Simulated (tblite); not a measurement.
C11H7N.
Atom-mapped SMILES: `[CH:1]#[C:2][c:3]1[cH:4][cH:5][c:6](/[CH:7]=[CH:8]/[C:9]#[N:10])[cH:11][cH:12]1` (hydrogens: H13 on C1; H14 on C4; H15 on C5; H16 on C7; H17 on C8; H18 on C11; H19 on C12)

Structure optimised with GFN2-xTB, isolated species.

Task: Give the optimised bond lengths and angles.

Result: 
```tsv
bond	length (Å)
C1≡C2	1.201
C2–C3	1.414
C3–C4, C3–C12	1.397
C4–C5, C11–C12	1.377
C5–C6, C6–C11	1.400
C6–C7	1.447
C7=C8	1.343
C8–C9	1.403
C9≡N10	1.148
C1–H13	1.049
C4–H14, C12–H19	1.080
C5–H15, C11–H18	1.080
C7–H16	1.084
C8–H17	1.081
```

Bonds in one row agree within 0.01 Å and their mean is given. A selection of angles:
```tsv
angle	degrees
C2–C1–H13	179.7
C1–C2–C3	179.1
C2–C3–C4	120.0
C2–C3–C12	120.7
C4–C3–C12	119.3
C3–C4–C5	120.4
C3–C4–H14	119.2
C5–C4–H14	120.4
C4–C5–C6	120.9
C4–C5–H15	119.0
C6–C5–H15	120.1
C5–C6–C7	123.1
C5–C6–C11	118.2
C7–C6–C11	118.7
C6–C7–C8	126.6
C6–C7–H16	115.4
C8–C7–H16	118.0
C7–C8–C9	121.7
C7–C8–H17	123.1
C9–C8–H17	115.2
C8–C9–N10	179.6
C11–C12–H19	120.5
```

Torsions: C5–C6–C7–C8 0° (synperiplanar); C6–C7–C8–C9 180° (antiperiplanar).

Of the pairs four or more bonds apart, H15···H17 is among the closest relative to their van der Waals radii: 2.15 Å, 90 % of the sum of Bondi's values. The 6-membered ring C3–C4–C5–C6–C11–C12 has internal angles of 118.2° to 121.2°; it is planar, 0.00 Å rms from its mean plane, widest ring torsion 0°. The 12 heavy atoms lie in one plane (0.004 Å rms). The 11 C–C bonds span 1.201 Å (C1≡C2, drawn triple) to 1.447 Å (C6–C7, drawn single), a spread of 0.246 Å.

Point group: Cs (tolerance 0.08 Å). Its GFN2-xTB frequencies are all real (lowest 36 cm⁻¹). One conformer, not necessarily the lowest.

These are computed values.
